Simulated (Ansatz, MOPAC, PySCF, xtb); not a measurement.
Complex: HBr (SMILES Br) (first 2 atoms) with H4OSi (SMILES O[SiH3]); geometry from B3LYP-D3(BJ)/def2-TZVP, rigid monomers moved along the line of their centres of mass till Br1···H5 is 3.15 Å.
(charge 0, multiplicity 1):
```tsv
atom	x (Å)	y (Å)	z (Å)
Br	-0.4673	-1.3769	-0.0963
H	0.4134	-0.3081	0.2541
O	-0.9861	0.0493	3.5655
Si	0.6136	0.3857	3.7664
H	-1.2333	-0.5387	2.8443
H	1.3973	-0.8070	4.1680
H	0.6954	1.4246	4.8105
H	1.2158	0.9054	2.5060
```

Counterpoise-corrected where a basis set is named; no monomer relaxation. Rows marked so take none.

Frozen-core correlation. Filled d and f shells under p-block atoms count as core. CBS: X⁻³ extrapolation of the correlation energy, Hartree–Fock from the larger set. Rows in LANL2DZ carry no dispersion term and start afresh at each structure. LANL2DZ brings its own core potentials from Na on. The state reached by PM6 isn't checked.

The values were computed with Ansatz (Gaussian orbitals); MOPAC for PM6 (differences of heats of formation); PySCF for LANL2DZ rows, the dispersion terms; xtb for the GFN methods. Each number belongs to the level named beside it.

| level | interaction energy (meV) |
|---|---|
| GFN-FF | -51.0 |
| PM6 | -45.9 |
| HF/def2-TZVPPD | -22.5 |
| PBE-D3(BJ)/def2-TZVPPD | -113.0 |
| r2SCAN/def2-TZVPPD | -81.5 |
| B3LYP/LANL2DZ (no counterpoise) | [?] |
| B3LYP/def2-TZVPPD | [?] |
| CCSD(T)/def2-TZVPPD | -80.0 |
| CCSD(T)/CBS(def2-SVPD, def2-TZVPPD) | -82.6 |

### Question
Some entries are withheld; supply them.

### Answer

- B3LYP/LANL2DZ (no counterpoise), interaction energy (meV): -41.6
- B3LYP/def2-TZVPPD, interaction energy (meV): -38.6

Ansatz is a first-principles code.
